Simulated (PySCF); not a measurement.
A thermochemical cycle for In2

PBE0 in PySCF with def2-SVP on every atom (core potentials on In), for the lowest determinant that a PBE0 search found; no spin–orbit coupling. In2, a triplet (σ ↑, π ↑), has De = 1.26 eV to neutral atoms, and In₂⁺, a doublet (σ ↑), has De = 1.42 eV to In⁺ + In.

The adiabatic ionisation energy of In2, between the minima, is 5.45 eV.

Question: Which ionisation energy of the In atom does this level give?

Answer: IE(In) = IE(molecule) + De(ion) − De(neutral) = 5.45 + 1.42 − 1.26 = 5.61 eV; the measured value is 5.786 eV (NIST ASD).

Spin–orbit coupling is left out, which matters for elements this heavy, above all for dissociation energies. States were picked by a PBE0 search and need not be the measured ground states.
